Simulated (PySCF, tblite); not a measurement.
Dissociation curve of Ga₂, triplet.

- UKS-r2SCAN = PySCF with unrestricted r2SCAN/def2-TZVP
- GFN2-xTB, 300 K electronic temperature (tblite)
- CASSCF(6,8)/def2-TZVP (PySCF)
- UHF/def2-TZVP (PySCF)
- UKS-B3LYP/6-31G* = PySCF 2.14.0 with unrestricted B3LYP/6-31G*, spherical d

Energies are in kJ/mol, each relative to the lowest point of its own curve near equilibrium.

| R / Å | UKS-r2SCAN | GFN2-xTB | CASSCF(6,8) | UHF | UKS-B3LYP/6-31G* |
|---|---|---|---|---|---|
| 2.32 | 3.1 | 20.0 | 55.1 | 47.8 | 27.9 |
| 2.40 | 0.5 | 14.5 | 33.6 | 31.3 | 20.3 |
| 2.54 | 4.2 | (withheld) | 10.9 | 9.4 | 9.0 |
| 2.63 | 0.5 | 1.5 | 3.6 | 2.5 | 2.6 |
| 2.70 | 0.0 | 0.0 | 0.7 | 0.0 | (withheld) |
| 2.81 | 2.2 | 1.1 | 0.0 | 0.0 | 0.0 |
| 2.89 | 5.5 | 3.9 | 1.7 | 2.3 | 1.8 |
| 2.97 | 9.9 | 7.9 | 4.7 | 6.1 | 4.9 |
| 3.15 | 22.1 | 20.1 | 14.7 | 18.2 | 14.7 |
| 3.31 | 34.3 | 33.8 | 25.5 | 30.5 | 25.4 |
| 3.65 | 60.9 | 65.5 | 49.2 | 47.0 | 49.9 |
| 4.02 | 87.3 | 98.0 | 71.0 | (withheld) | 75.1 |
| 4.49 | 114.9 | 130.5 | — | 62.6 | (withheld) |
| 4.86 | (withheld) | 148.2 | — | 65.5 | 113.2 |
| 5.38 | 145.3 | 163.5 | — | 67.9 | 120.6 |
| 6.00 | 150.5 | 171.2 | — | 69.4 | 124.1 |
| 6.66 | 152.7 | 173.3 | — | 70.3 | 125.6 |
| 7.32 | (withheld) | 173.8 | — | 70.7 | 126.1 |
| 8.17 | 154.1 | 174.0 | — | 71.0 | 126.4 |

**Question.** Complete the blanks.

**Answer.** 
- 2.54, GFN2-xTB: 6.4
- 2.70, UKS-B3LYP/6-31G*: 0.2
- 4.02, UHF: 56.4
- 4.49, UKS-B3LYP/6-31G*: 101.6
- 4.86, UKS-r2SCAN: 132.1
- 7.32, UKS-r2SCAN: 153.7

Dashes: no converged value, or the column stops at the first point that the program doubted or that broke a chosen test of continuity, which isn't proof of a fault.

The scan ran from 2.13 to 8.17 Å; beyond the distances shown one of the unrestricted levels run for this scan, shown here or not, changes its spin distribution in one step.
